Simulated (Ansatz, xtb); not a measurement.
System: MoH5, net charge 1, singlet state. The spin state was set by rule; other spins were not relaxed. SMILES of the parent species: [MoH5]
Geometry from a B3LYP-D3(BJ)/def2-TZVP (Ansatz, an electronic-structure program) optimisation:
```
Mo
H 1 1.6453
H 2 1.4591 1 64.17
H 1 1.6453 2 66.85 3 142.23
H 4 1.4591 1 64.17 2 -142.23
H 1 1.6749 2 116.01 3 -108.98
```
Charge +1, spin multiplicity 1.

Harmonic wavenumbers from GFN2-xTB (xtb, at its own minimum), cm⁻¹: 522, 522, 627, 957, 979, 979, 1061, 1522, 1670, 1670, 1690, 1715.

Problem. Give the harmonic wavenumbers at B3LYP-D3(BJ)/def2-TZVP (Ansatz, finite differences of forces, unscaled).

Solution. 404, 458, 619, 765, 872, 1005, 1015, 1995, 2023, 2034, 2055, 2077 cm⁻¹. Zero-point energy 21.9 kcal/mol.

Problem. From these and the geometry, give the ideal-gas thermochemistry at 298.15 K and 1 atm (rigid rotor, harmonic oscillator).

Solution. Point group Cs, rotational symmetry number 1. Rotational constants 63.77, 62.99, 43.68 GHz. S(trans) 39.75, S(rot) 18.16, S(vib) 2.72, S(elec, spin only) 0.00, S 60.6 cal/(mol K). H(298) - H(0) 2.96 kcal/mol; G - E(el) 6.8 kcal/mol.
